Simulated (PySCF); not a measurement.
# Trend along group 13: MAs cations

PBE0 with double-zeta basis sets in PySCF, for the lowest determinant that a PBE0 search found; no spin–orbit coupling. De refers to high-spin ground-configuration atoms (the charge goes to the atom of lower measured ionisation energy or higher electron affinity, which is not always the lowest computed limit). A positive dipole points towards As; it is taken about the centre of mass and depends on that origin.

```tsv
M	basis	charged atom	state (unpaired electrons)	Re (Å)	ωe (cm⁻¹)	De (eV)	μ (D)
B	jorge-DZP-DKH	B+	quartet (σ ↑, π ↑↑)	1.959	630	2.83	-2.68
Al	pcseg-1	Al+	quartet (σ ↑, π ↑↑)	2.600	206	0.79	-5.50
Tl	def2-SVP	Tl+	quartet (σ ↑, π ↑↑)	3.192	72.6	n/a	-0.85
```

The shortest bond is that of BAs⁺ (1.959 Å), the longest that of TlAs⁺ (3.192 Å).

The rows differ in basis set, which adds steps of its own.

Down a group the atoms grow and get heavier, so bonds lengthen and wavenumbers fall; this series shows no clear exception.

These are scalar-relativistic numbers at best; spin–orbit coupling would shift them, the dissociation energy most. For an ion De counts to the pair picked by the measured ionisation energies or electron affinities, which need not be the lowest pair at this level. States were picked by a PBE0 search and need not be the measured ground states.
